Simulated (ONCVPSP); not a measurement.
Configuration tests for phosphorus (P) (ONCV)

ONCVPSP 4.0.1 input, shortened (lines: element, Z, core and valence counts, functional; n l f; lmax; l rc ep ncon nbas qcut; lloc lpopt rc5 dvloc0; l nproj debl; icmod fcfact rcfact), PBE, scalar-relativistic:

```
  P 15.00    3    2        4      upf
    1    0    2.00
    2    0    2.00
    2    1    6.00
    3    0    2.00
    3    1    3.00
    2
    0    1.75    0.00    3    6    3.40
    1    1.45    0.00    4    8    5.20
    2    1.30    0.05    5    9    6.30
    4    5    1.00    2.00
    0    2    3.30
    1    2    3.80
    2    2    0.30
    3    3.75    1.40
```

Energies are relative to the spin-unpolarised reference configuration 3s2 3p3; without spin polarisation the order of configurations can differ from experiment.

Give the all-electron excitation energy and the error of the potential for: 3s2 3p2; 3s2 3p1; 3s2 3p0; 3s1 3p0.

| valence configuration | charge | ΔE all-electron (eV) | error AE − PS (meV) |
| --- | --- | --- | --- |
| 3s2 3p2 | +1 | 9.730 | +1.8 |
| 3s2 3p1 | +2 | 28.877 | +16 |
| 3s2 3p0 | +3 | 58.616 | +64 |
| 3s1 3p0 | +4 | 110.621 | +66 |
